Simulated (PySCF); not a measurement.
# Electronic absorption of bicyclo[2.2.2]octa-2,5,7-triene

Species: bicyclo[2.2.2]octa-2,5,7-triene, C8H8.
Numbering: `[CH:1]1=[CH:2][C@H:3]2[CH:4]=[CH:5][C@@H:6]1[CH:7]=[CH:8]2` (hydrogens: H9 on C1; H10 on C2; H11 on C3; H12 on C4; H13 on C5; H14 on C6; H15 on C7; H16 on C8)

Structure used (GFN2-xTB), in Å, numbered top down from 1:
```xyz
16
C8H8 angstrom
C      1.331   -0.096   -0.767
C      0.863    1.128   -0.594
C     -0.449    1.173    0.164
C     -1.386    0.270   -0.613
C     -0.918   -0.954   -0.785
C      0.448   -1.172   -0.166
C      0.289   -0.784    1.291
C     -0.180    0.440    1.463
H      2.240   -0.364   -1.273
H      1.322    2.039   -0.934
H     -0.835    2.180    0.306
H     -2.330    0.645   -0.964
H     -1.411   -1.757   -1.302
H      0.834   -2.180   -0.308
H      0.548   -1.481    2.067
H     -0.372    0.921    2.405
```

Theory: TDDFT CAM-B3LYP/def2-SVPD, vertical, gas phase, core orbitals frozen in the response (PySCF 2.14.0, density-fitted response routines).

What does the calculation give for the low-lying excited states?

```
state  E (eV)  λ (nm)       f  main configurations (H = HOMO, L = LUMO)
   S1    5.09   243.5  0.0000                             H→L/L+1 (98%)
   S2    5.09   243.4  0.0000                             H→L/L+1 (98%)
   S3    6.05   204.9  0.0000                               H→L+2 (96%)
   S4    6.31   196.6  0.0000                      H-2/H-1→L/L+1 (≥94%)
   S5    6.41   193.5  0.0000                      H-2/H-1→L/L+1 (≥83%)
   S6    6.41   193.5  0.0000                      H-2/H-1→L/L+1 (≥83%)
   S7    6.90   179.7  0.0000                               H→L+3 (96%)
```

Triplets (Tamm–Dancoff): T1 3.60 eV, H→L/L+1 (≥77%); T2 3.61 eV, H→L/L+1 (≥77%).

The lowest singlet level (S1/S2) comes at 243 nm (491 kJ/mol) in the ultraviolet; it is dark (f under 0.0005). The largest oscillator strength of a single state is 0.0000. S1/S2 and S5/S6 lie within about 0.01 eV of each other in each set; the point group D3h has degenerate representations, and within a degenerate level the listed configurations can mix freely. Löwdin shares by element: HOMO carbon 62% or more (atoms not listed hold the other 38%); LUMO (one of a set within 0.03 eV) carbon 57% or more (atoms not listed hold the other 43%). Orbital energies (eV): HOMO-3 -10.80, HOMO-2 -8.98, HOMO-1 -8.98, HOMO -7.35, LUMO 0.97, LUMO+1 0.97, LUMO+2 1.46. The listed states span 1.81 eV, and the widest gap between neighbours is 0.96 eV (S2 to S3). Orbitals of the list HOMO-3 to LUMO+2 that lie within 0.01 eV of each other are written together with a slash and their weights summed (≥ marks a lower bound); for degenerate orbitals outside that list single weights are arbitrary. The window holds the lowest 8 singlets. The highest level found (6.93 eV, f 0.024 so far) is left out, since the window may have cut off a degenerate partner.
